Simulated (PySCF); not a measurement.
# One reaction down a group: F, Cl, Br

The same gas-phase reaction for F, Cl, Br:
- Sr + HF → SrF + H
- Sr + HCl → SrCl + H
- Sr + HBr → SrBr + H

Computed with PySCF and rigid-rotor harmonic-oscillator thermochemistry at 1 bar. † marks an energy on the PBE0/def2-TZVP geometry and frequencies. CCSD(T) freezes the core. Open shells (unrestricted): SrF (multiplicity 2), H (multiplicity 2), SrCl (multiplicity 2), SrBr (multiplicity 2); the rest are closed-shell singlets. B3LYP is the form with VWN-RPA correlation. Sr: scalar-relativistic def2 core potential, no spin-orbit coupling. Br: all electrons, no relativistic terms. CCSD(T) isn't extrapolated to the basis-set limit. The harmonic model lacks anharmonicity and excited electronic states, which grow with temperature; levels with a mode under 35 cm⁻¹ are left out.

ΔH°(298 K) in kJ, by level:

| level | F | Cl | Br |
|---|---|---|---|
| ωB97M-V/def2-TZVP† | 47.2 | 31.4 | 21.6 |
| PBE0/def2-QZVP† | 20.9 | 4.3 | -4.6 |
| r2SCAN/def2-TZVP† | -6.1 | -16.3 | -24.5 |
| CCSD(T)/def2-SVP† | 51.5 | 36.3 | 25.7 |
| PBE/def2-TZVP† | 12.1 | 9.7 | 3.5 |
| PBE0/def2-SVP† | 4.2 | -11.0 | -7.3 |
| M06-2X/def2-TZVP† | 58.3 | 26.9 | 11.3 |
| B3LYP/def2-TZVP† | 33.0 | 24.9 | 18.2 |

At ωB97M-V/def2-TZVP†, ΔH° falls from F to Br, over a range of 25.6 kJ; the steps are -15.8, -9.8 kJ. 7 of the 8 levels shown give the same order; PBE0/def2-SVP† orders the members differently. The levels scatter most for F (64.4 kJ between the highest and the lowest) and least for Br (50.2 kJ). ΔS°(298 K) runs from 15.4 to 16.2 J/K, so TΔS° at 298 K spreads over 0.2 kJ among the members, against 25.6 kJ for ΔH°.

Free energies at ωB97M-V/def2-TZVP†:

```
member  ΔS°(298 K), J/K  ΔG°(298 K), kJ  ΔG°(1800 K), kJ  ΔG° changes sign
------  ---------------  --------------  ---------------  ----------------
F                  16.2              42                6    2000 to 2500 K
Cl                 15.7              27               -9    1400 to 1600 K
Br                 15.4              17              -18    1000 to 1200 K
```

The NASA 1993 table, where it holds all species, gives ΔH°(298 K) = 32 kJ for F, 22 kJ for Cl, 1 kJ for Br; its entries are part measured, part old estimates, and weren't checked at source.
